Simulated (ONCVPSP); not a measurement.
Reading a pseudo-wave (Hg)

Columns: radius, all-electron u(r) and pseudo u(r) of the 5s shell (level -119.45 eV) of mercury in the configuration [Kr] 4d10 4f14 5s2 5p6 5d10 6s1.5 6p0.5; Wu-Cohen, scalar-relativistic, ONCV scheme, ONCVPSP 4.0.1.

```csv
r (bohr),all-electron,pseudo
0.090,0.1718,0.0850
0.180,0.2283,0.1875
0.270,-0.5780,0.3196
0.360,-0.6347,0.4831
0.450,-0.1315,0.6678
0.540,0.4655,0.8530
0.630,0.9199,1.0137
0.720,1.1774,1.1276
0.810,1.2658,1.1811
0.900,1.2371,1.1721
0.990,1.1378,1.1064
1.080,1.0043,0.9965
1.170,0.8610,0.8606
1.260,0.7225,0.7223
1.350,0.5965,0.5963
1.440,0.4865,0.4863
1.530,0.3929,0.3928
1.620,0.3149,0.3148
1.710,0.2508,0.2507
1.800,0.1987,0.1987
1.890,0.1568,0.1568
1.980,0.1234,0.1233
2.070,0.0967,0.0967
2.160,0.0757,0.0757
2.250,0.0591,0.0591
2.340,0.0461,0.0460
```

**Question.** How many radial nodes do the two functions have?

**Answer.** The all-electron 5s function has n − l − 1 = 4 (the table is too coarse to show those close to the nucleus); the pseudo-wave has 0, since the states of the same l below it are removed with the core.

**Question.** At about which radius was the pseudo-wave matched?

**Answer.** 1.20 bohr, where the columns begin to agree (steps of 0.09 bohr).

**Question.** Where does each function peak?

**Answer.** Outermost all-electron maximum near 0.81 bohr, pseudo maximum near 0.81 bohr (to the table’s step).

**Question.** Is the pseudo-wave norm-conserving?

**Answer.** Yes: the ONCV scheme keeps the norm inside the radius equal to the all-electron one, which fixes the energy derivative of the logarithmic derivative at the level.
